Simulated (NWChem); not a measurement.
Basis-set convergence for AlCl$_{2}$F

SMILES: [F][Al]([Cl])[Cl]
```xyz
4

Al     0.0000     0.0000     0.3447
F      0.0000     0.0000     1.9978
Cl     1.8210     0.0000    -0.6606
Cl    -1.8210     0.0000    -0.6606
```
Charge 0, spin multiplicity 1.

All runs are NWChem calculations. The geometry was optimised at B3LYP/def2-SVP, a minimum by its harmonic frequencies.

Quantity: LUMO energy at the level PBE.

The Pople sets run with spherical d functions. The structure started from a generated list of species.

| basis | functions | LUMO energy (eV) |
|---|---|---|
| STO-3G | 32 | 1.55 |
| 3-21G | 48 | -2.68 |
| cc-pVDZ | 68 | -2.27 |
| aug-cc-pVDZ | 104 | ___ |
| 6-311++G** | 112 | ___ |
| cc-pVTZ | 132 | -2.29 |
| def2-TZVP | 142 | -2.30 |
| def2-TZVPP | 157 | -2.29 |
| def2-TZVPD | 175 | -2.45 |
| aug-cc-pVTZ | 196 | ___ |

Question: Fill in the missing entries.

Answer: 
- aug-cc-pVDZ, LUMO energy (eV): -2.51
- 6-311++G**, LUMO energy (eV): -2.62
- aug-cc-pVTZ, LUMO energy (eV): -2.44
